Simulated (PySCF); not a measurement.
Radial density of Cd (cadmium, neutral)

B3LYP, [Kr] 4d10 5s1 5p1, high-spin 3P determinant (an excited configuration). All numbers are calculated (PySCF 2.14, a scalar-relativistic core potential, in aug-cc-pwCVTZ-PP with ECP28MDF). This is the valence pseudo-density: the core potential removes the inner electrons and smooths the orbitals near the nucleus.

| r (bohr) | 4πr²ρ (e/bohr) | 4πr²(ρα − ρβ) |
| --- | --- | --- |
| 0.0168 | 1.922e-05 | 0.0000 |
| 0.0282 | 4.875e-05 | 0.0000 |
| 0.0475 | 0.0001160 | 0.0000 |
| 0.0799 | 0.0004265 | 0.0000 |
| 0.134 | 0.004079 | 0.0000 |
| 0.226 | 0.06052 | 0.0000 |
| 0.380 | 1.308 | 0.0078 |
| 0.639 | 13.85 | 0.0848 |
| 1.08 | 16.67 | -0.0552 |
| 1.81 | 4.066 | 0.4735 |
| 3.04 | 0.8860 | 0.6296 |
| 5.12 | 0.1909 | 0.1872 |
| 8.61 | 0.01398 | 0.0140 |
| 14.5 | 9.295e-05 | 0.0001 |

Energies and moments cover only the electrons outside the core potential.

Problem. Where is the radial spin density 4πr²(ρα − ρβ) most negative, and why is it negative at all?

Solution. Around r = 1.08 bohr, down to -0.0552 e/bohr: exchange with the open shell polarises the paired shells in an unrestricted calculation.
